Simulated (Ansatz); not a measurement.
`[CH3][AlH][SiH2]C` and `[CH3][AlH][SiH2]F` differ in one atom or group.

Ansatz, PBE0-D4/def2-TZVP geometries, multiplicity 1. Each molecule was computed in one conformer, which needn't be the lowest.

```json
{"property": "HOMO energy (B3LYP/def2-TZVPP) / eV", "`[CH3][AlH][SiH2]C`": "-6.85"}
{"property": "LUMO energy (PBE0/def2-TZVPP) / eV", "`[CH3][AlH][SiH2]C`": "-1.60"}
{"property": "HOMO–LUMO gap (PBE0/def2-TZVPP) / eV", "`[CH3][AlH][SiH2]C`": "5.43"}
{"property": "size of the dipole moment (ωB97M-V/def2-TZVPP) / D", "`[CH3][AlH][SiH2]C`": "1.30"}
{"property": "LUMO energy (ωB97M-V/def2-TZVPP) / eV", "`[CH3][AlH][SiH2]C`": "0.01"}
{"property": "LUMO energy (B3LYP/def2-TZVPP) / eV", "`[CH3][AlH][SiH2]C`": "-1.79"}
```

(1) Give the same properties after the change, and the shifts. (Estimate.)

Results:

(1) Computed: 
```tsv
property	`[CH3][AlH][SiH2]F`	shift
HOMO energy (B3LYP/def2-TZVPP) / eV	-7.19	-0.34
LUMO energy (PBE0/def2-TZVPP) / eV	-1.86	-0.26
HOMO–LUMO gap (PBE0/def2-TZVPP) / eV	5.51	0.08
size of the dipole moment (ωB97M-V/def2-TZVPP) / D	1.58	0.28
LUMO energy (ωB97M-V/def2-TZVPP) / eV	-0.23	-0.24
LUMO energy (B3LYP/def2-TZVPP) / eV	-2.05	-0.26
```

With PBE0 the HOMO falls by 0.34 eV and the LUMO falls by 0.26 eV, so the gap widens by about 0.08 eV. PBE moves the HOMO by -0.27 eV and ωB97M-V by -0.36 eV. Dipoles are sizes alone; their direction can turn.

B3LYP here is the variant with VWN-RPA as its local correlation; programs differ in this.
